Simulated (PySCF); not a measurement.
Cl₃OTa, triplet, geometry from GFN2-xTB (such geometries of metal compounds can be far from the true shape) (the multiplicity is a formal guess) (core potentials on Ta); PBE0/def2-SVP run with PySCF.

PySCF was given this input:
```python
from pyscf import gto, scf, dft

mol = gto.M(
    atom='''
Ta    0.310121    0.122858   -0.127814
O     1.498902    1.139606   -0.791893
Cl    1.248628   -1.335208    1.282528
Cl   -1.644948   -1.207020   -0.334097
Cl   -1.640743    1.478374   -0.026926
''',
    basis='def2-svp',
    ecp={'Ta': 'def2-svp'},
    charge=0,
    spin=2,
    verbose=4,
)

mf = dft.UKS(mol)
mf.xc = 'pbe0'
mf.grids.atom_grid = (99, 590)
mf.grids.prune = None
mf.kernel()
```

Output, abridged:

```
PySCF version 2.14.0

[INPUT] verbose = 4
[INPUT] num. atoms = 5
[INPUT] num. electrons = 72
[INPUT] charge = 0
[INPUT] spin (= nelec alpha-beta = 2S) = 2
[INPUT] symmetry False subgroup None
[INPUT] Mole.unit = angstrom
[INPUT] Symbol           X                Y                Z      unit          X                Y                Z       unit  Magmom
[INPUT]  1 Ta     0.310121000000   0.122858000000  -0.127814000000 AA    0.586043755476   0.232167972212  -0.241533454885 Bohr   0.0
[INPUT]  2 O      1.498902000000   1.139606000000  -0.791893000000 AA    2.832514267563   2.153543229911  -1.496460889960 Bohr   0.0
[INPUT]  3 Cl     1.248628000000  -1.335208000000   1.282528000000 AA    2.359564951463  -2.523177439328   2.423626667086 Bohr   0.0
[INPUT]  4 Cl    -1.644948000000  -1.207020000000  -0.334097000000 AA   -3.108501209151  -2.280937226873  -0.631351829039 Bohr   0.0
[INPUT]  5 Cl    -1.640743000000   1.478374000000  -0.026926000000 AA   -3.100554910797   2.793721969678  -0.050882765630 Bohr   0.0

nuclear repulsion = 384.508807080449
number of shells = 42
number of NR pGTOs = 189
number of NR cGTOs = 100
basis = def2-svp
ecp = {'Ta': 'def2-svp'}

******** <class 'pyscf.dft.uks.UKS'> ********
method = UKS
initial guess = minao
damping factor = 0
level_shift factor = 0
DIIS = <class 'pyscf.scf.diis.CDIIS'>
diis_start_cycle = 1
diis_space = 8
diis_damp = 0
SCF conv_tol = 1e-09
SCF conv_tol_grad = None
SCF max_cycles = 50
direct_scf = True
direct_scf_tol = 1e-13
number electrons alpha = 37  beta = 35
XC library pyscf.dft.libxc version 7.1.2
    S. Lehtola, C. Steigemann, M. J. T. Oliveira, and M. A. L. Marques,  SoftwareX 7, 1–5 (2018)
XC functionals = pbe0
    C. Adamo and V. Barone,  J. Chem. Phys. 110, 6158 (1999)
    M. Ernzerhof and G. E. Scuseria,  J. Chem. Phys. 110, 5029 (1999)
radial grids:
    Treutler-Ahlrichs [JCP 102, 346 (1995); DOI:10.1063/1.469408] (M4) radial grids

becke partition: Becke, JCP 88, 2547 (1988); DOI:10.1063/1.454033
pruning grids: None
grids dens level: 3
symmetrized grids: False
atomic radii adjust function: <function treutler_atomic_radii_adjust>
User specified grid scheme (99, 590)
small_rho_cutoff = 0
Set gradient conv threshold to 3.16228e-05
tot grids = 292056
init E= -1499.32017252211

cycle= 1 E= -1511.36427075479  delta_E=  -12  |g|= 1.01  |ddm|= 5.64

cycle= 2 E= -1508.9392892492  delta_E= 2.42  |g|= 2.26  |ddm|= 4.33

cycle= 3 E= -1511.69308847591  delta_E= -2.75  |g|= 0.689  |ddm|= 3.73

cycle= 4 E= -1511.84483129825  delta_E= -0.152  |g|= 0.425  |ddm|= 0.931

cycle= 5 E= -1511.91743776141  delta_E= -0.0726  |g|= 0.0479  |ddm|= 0.274

cycle= 6 E= -1511.91831553858  delta_E= -0.000878  |g|= 0.0239  |ddm|= 0.0692

cycle= 7 E= -1511.91860209532  delta_E= -0.000287  |g|= 0.00914  |ddm|= 0.0371

cycle= 8 E= -1511.9186601843  delta_E= -5.81e-05  |g|= 0.00255  |ddm|= 0.0142

cycle= 9 E= -1511.91866912568  delta_E= -8.94e-06  |g|= 0.00132  |ddm|= 0.00707

cycle= 10 E= -1511.91867246685  delta_E= -3.34e-06  |g|= 0.000723  |ddm|= 0.00455

cycle= 11 E= -1511.91867425182  delta_E= -1.78e-06  |g|= 0.000304  |ddm|= 0.00478

cycle= 12 E= -1511.91867455156  delta_E= -3e-07  |g|= 0.000155  |ddm|= 0.00165

cycle= 13 E= -1511.91867470755  delta_E= -1.56e-07  |g|= 0.00011  |ddm|= 0.00147

cycle= 14 E= -1511.91867478338  delta_E= -7.58e-08  |g|= 4.1e-05  |ddm|= 0.00123

cycle= 15 E= -1511.91867480286  delta_E= -1.95e-08  |g|= 1.69e-05  |ddm|= 0.000721

cycle= 16 E= -1511.91867480575  delta_E= -2.89e-09  |g|= 1.02e-05  |ddm|= 0.000294

cycle= 17 E= -1511.91867480606  delta_E= -3.05e-10  |g|= 8.03e-06  |ddm|= 0.000102

Extra cycle  E= -1511.91867480599  delta_E= 6.23e-11  |g|= 1.45e-05  |ddm|= 3.04e-05
converged SCF energy = -1511.91867480599  <S^2> = 2.0075099  2S+1 = 3.0050024
```
